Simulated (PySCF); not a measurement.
H6MgO2Si2, SMILES [SiH3][O][Mg][O][SiH3].

Geometry: PBE0-D3(BJ)/def2-SVP. The structure was generated by enumeration; whether it is a known compound was not checked. The values are those of a single conformer.

Two levels are set side by side: PBE/def2-TZVP (PySCF) and HF/def2-TZVP (PySCF). Same geometry, gas phase. Differences are taken from unrounded values.

```tsv
quantity	HF	PBE	PBE minus HF
orbital gap (eV)	12.35	4.36	-7.99
highest occupied level (eV)	-11.71	-6.78	4.93
lowest empty level (eV)	0.64	-2.42	-3.06
mean polarisability (bohr³)	65.2	80.4	15.2
```

PBE's occupied levels lie high since its potential decays too fast outside the molecule; exact exchange lowers them and widens the gap. PBE's more diffuse valence density responds more strongly to a field. Differences between two approximate levels are no errors against the true value.

Rough cost on one machine, each run with all the roots and properties that it gave: HF against PBE about 1/3.
